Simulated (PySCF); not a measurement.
hydrogen iodide (HI), singlet, geometry from GFN2-xTB (core potentials on I); REVPBE/def2-SVPD (PySCF).

Input for PySCF:
```python
from pyscf import gto, scf, dft

mol = gto.M(
    atom='''
I    -0.00000000   -0.00000000   -0.02909860
H     0.00000000    0.00000000    1.54222583
''',
    basis='def2-svpd',
    ecp={'I': 'def2-svpd'},
    verbose=4,
)

mf = dft.RKS(mol)
mf.xc = 'revpbe'
mf.grids.atom_grid = (99, 590)
mf.grids.prune = None
mf.kernel()
```

Q: Predict the main parts of the log of this PySCF run.

A: 
```
PySCF version 2.14.0

[INPUT] verbose = 4
[INPUT] num. atoms = 2
[INPUT] num. electrons = 26
[INPUT] charge = 0
[INPUT] spin (= nelec alpha-beta = 2S) = 0
[INPUT] symmetry False subgroup None
[INPUT] Mole.unit = angstrom
[INPUT] Symbol           X                Y                Z      unit          X                Y                Z       unit  Magmom
[INPUT]  1 I      0.000000000000   0.000000000000  -0.029098600000 AA    0.000000000000   0.000000000000  -0.054988384608 Bohr   0.0
[INPUT]  2 H      0.000000000000   0.000000000000   1.542225830000 AA    0.000000000000   0.000000000000   2.914384440930 Bohr   0.0

nuclear repulsion = 8.41928631695747
number of shells = 17
number of NR pGTOs = 80
number of NR cGTOs = 43
basis = def2-svpd
ecp = {'I': 'def2-svpd'}

******** <class 'pyscf.dft.rks.RKS'> ********
method = RKS
initial guess = minao
damping factor = 0
level_shift factor = 0
DIIS = <class 'pyscf.scf.diis.CDIIS'>
diis_start_cycle = 1
diis_space = 8
diis_damp = 0
SCF conv_tol = 1e-09
SCF conv_tol_grad = None
SCF max_cycles = 50
direct_scf = True
direct_scf_tol = 1e-13
XC library pyscf.dft.libxc version 7.1.2
    S. Lehtola, C. Steigemann, M. J. T. Oliveira, and M. A. L. Marques,  SoftwareX 7, 1–5 (2018)
XC functionals = revpbe
    Y. Zhang and W. Yang,  Phys. Rev. Lett. 80, 890 (1998)
    J. P. Perdew, K. Burke, and M. Ernzerhof,  Phys. Rev. Lett. 77, 3865 (1996)
    J. P. Perdew, K. Burke, and M. Ernzerhof,  Phys. Rev. Lett. 78, 1396 (1997)
radial grids:
    Treutler-Ahlrichs [JCP 102, 346 (1995); DOI:10.1063/1.469408] (M4) radial grids

becke partition: Becke, JCP 88, 2547 (1988); DOI:10.1063/1.454033
pruning grids: None
grids dens level: 3
symmetrized grids: False
atomic radii adjust function: <function treutler_atomic_radii_adjust>
User specified grid scheme (99, 590)
small_rho_cutoff = 0
Set gradient conv threshold to 3.16228e-05
Initial guess from minao.
tot grids = 116824
init E= -267.19058812799
  HOMO = -1.20075661712099  LUMO = -0.716096753684502  gap/eV = 13.18827
cycle= 1 E= -296.730892590883  delta_E= -29.5  |g|=  3.2  |ddm|= 9.49
  HOMO = -0.0122066884003485  LUMO = 0.0244870500162566  gap/eV = 0.99849
cycle= 2 E= -296.006120034282  delta_E= 0.725  |g|= 3.08  |ddm|= 8.89
  HOMO = -0.399497708981103  LUMO = -0.127242312107126  gap/eV = 7.40845
cycle= 3 E= -298.220001750876  delta_E= -2.21  |g|= 0.54  |ddm|= 4.21
  HOMO = -0.242213540475085  LUMO = -0.0695607797702111  gap/eV = 4.69812
cycle= 4 E= -298.276333619615  delta_E= -0.0563  |g|= 0.388  |ddm|= 1.42
  HOMO = -0.236167630746828  LUMO = -0.0466203652670885  gap/eV = 5.15784
cycle= 5 E= -298.337564076932  delta_E= -0.0612  |g|= 0.0585  |ddm|= 0.581
  HOMO = -0.248196180451292  LUMO = -0.0560440162482552  gap/eV = 5.22873
cycle= 6 E= -298.338776407888  delta_E= -0.00121  |g|= 0.00731  |ddm|= 0.107
  HOMO = -0.247903072674469  LUMO = -0.0563735775694498  gap/eV = 5.21178
cycle= 7 E= -298.338797003547  delta_E= -2.06e-05  |g|= 0.000876  |ddm|= 0.00971
  HOMO = -0.247851863708067  LUMO = -0.0561850226814586  gap/eV = 5.21552
cycle= 8 E= -298.338797349384  delta_E= -3.46e-07  |g|= 5.6e-05  |ddm|= 0.00187
  HOMO = -0.247850164369884  LUMO = -0.056190442512789  gap/eV = 5.21533
cycle= 9 E= -298.338797350809  delta_E= -1.43e-09  |g|= 8.71e-07  |ddm|= 8.64e-05
  HOMO = -0.247850308579914  LUMO = -0.056190623660763  gap/eV = 5.21533
cycle= 10 E= -298.338797350809  delta_E= 1.71e-13  |g|= 2e-07  |ddm|= 1.57e-06
  HOMO = -0.247850212281026  LUMO = -0.0561905739608672  gap/eV = 5.21532
Extra cycle  E= -298.338797350809  delta_E= 5.68e-14  |g|= 2.62e-07  |ddm|= 7.61e-07
converged SCF energy = -298.338797350809
```
